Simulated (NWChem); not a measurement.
System meant: VNHF$_{3}$; SMILES [NH]=[V]([F])([F])[F]

NWChem input:

```
start job
memory heap 200 mb stack 900 mb global 1100 mb
geometry units angstroms noautoz
  V      0.000015     0.000111     0.017337
  N      0.000930     0.003300     1.600442
  H      0.001487     0.005578     2.620739
  F      1.297877     0.978094    -0.517095
  F     -1.497269     0.633721    -0.514797
  F      0.198495    -1.614717    -0.511297
end
basis spherical
  V library def2-svp
  N library def2-svp
  H library def2-svp
  F library def2-svp
end
dft
  xc xpbe96 cpbe96
  iterations 4
  mulliken
end
task dft energy
```

End of the output:

```
    Atom       Charge   Shell Charges
 -----------   ------   -------------------------------------------------------
    1 V   23    27.34   2.00  2.00  1.89  0.27  0.07  5.99  5.80  1.00  6.21  2.04  0.06
    2 N    7     4.60   1.97  0.72  0.49  0.72  0.64  0.05
    3 H    1     0.81   0.52  0.22  0.07
    4 F    9     8.42   1.98  1.02  0.78  2.67  1.96  0.01
    5 F    9     8.42   1.98  1.02  0.78  2.67  1.96  0.01
    6 F    9     8.42   1.98  1.02  0.78  2.67  1.96  0.01

 center of mass
 --------------
 x =   0.00000000 y =   0.00000000 z =  -0.06286800

 moments of inertia (a.u.)
 ------------------
         475.431078141806           0.000000000000           0.000000000000
           0.000000000000         475.431078141806          -0.000000000000
           0.000000000000          -0.000000000000         538.094775883354

     Multipole analysis of the density
     ---------------------------------

     L   x y z        total         alpha         beta         nuclear
     -   - - -        -----         -----         ----         -------
     0   0 0 0     -0.000000    -29.000000    -29.000000     58.000000

     1   1 0 0      0.000000      0.000000      0.000000      0.000000
     1   0 1 0      0.000000      0.000000      0.000000      0.000000
     1   0 0 1      7.107281      3.553640      3.553640      0.000000

     2   2 0 0    -16.977863    -72.216048    -72.216048    127.454233
     2   1 1 0      0.000000      0.000000      0.000000      0.000000
     2   1 0 1      0.000000      0.000000      0.000000     -0.000000
     2   0 2 0    -16.977863    -72.216048    -72.216048    127.454233
     2   0 1 1      0.000000      0.000000      0.000000      0.000000
     2   0 0 2      5.409956    -54.338499    -54.338499    114.086953

 ------------------------------------------------------------------------
 dft energy failed                                                                                  0
 ------------------------------------------------------------------------
 ------------------------------------------------------------------------
  current input line :
    22: task dft energy
 ------------------------------------------------------------------------
 ------------------------------------------------------------------------
 This type of error is most commonly associated with calculations not reaching convergence criteria
 ------------------------------------------------------------------------
 For more information see the NWChem manual at https://nwchemgit.github.io

0:dft energy failed:Received an Error in Communication
```

Question: Find the fault in this run and fix the input.

Answer: Convergence was not reached. Cause: the SCF was allowed too few iterations. This input runs:
```
start job
memory heap 200 mb stack 900 mb global 1100 mb
geometry units angstroms noautoz
  V      0.000015     0.000111     0.017337
  N      0.000930     0.003300     1.600442
  H      0.001487     0.005578     2.620739
  F      1.297877     0.978094    -0.517095
  F     -1.497269     0.633721    -0.514797
  F      0.198495    -1.614717    -0.511297
end
basis spherical
  V library def2-svp
  N library def2-svp
  H library def2-svp
  F library def2-svp
end
dft
  xc xpbe96 cpbe96
  iterations 150
  mulliken
end
task dft energy
```
It converges to -1298.12402 Ha (PBE/def2-SVP).
